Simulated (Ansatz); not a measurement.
Calculated with Ansatz (gas phase, PBE0-D4/def2-TZVP geometries, no zero-point term in ΔE). CBS: MP2 limit from def2 TZ/QZ plus the TZ coupled-cluster correction, frozen cores. Functionals use def2-TZVPP. B3LYP here is the variant with VWN-RPA as its local correlation; programs differ in this. Elements past krypton have def2 core potentials. For Br, In, Sb outer-core shells are correlated without core-valence functions, which leaves a few kJ/mol of doubt a bond. Scalar relativity is left out up to krypton. Each species was taken in one conformer, which may not be the lowest.

Reaction (redistribution): `[CH3][In]([OH])[Br]` + `C[O][SbH][SiH3]` → `[OH][InH][Br]` + `CC[O][SbH][SiH3]`

```json
{"level": "r2SCAN-D4", "ΔE (kJ/mol)": "24.7"}
{"level": "B3LYP-D4", "ΔE (kJ/mol)": "25.5"}
{"level": "HF/def2-TZVPP", "ΔE (kJ/mol)": "17.4"}
{"level": "HF/def2-QZVPP", "ΔE (kJ/mol)": "17.1"}
```

**Question.** What does CCSD(T)/CBS give? (Best estimate.)

**Answer.** Computed: +27.5 kJ/mol. The listed levels differ from it by -2.8, -2.0, -10.1, -10.4 kJ/mol.

Largest T1 diagnostic among the species: 0.014.

In def2-TZVPP, CCSD(T) changes the Hartree–Fock value by +8.5 kJ/mol (the triples alone add +1.1 kJ/mol) and MP2 by +14.2 kJ/mol.
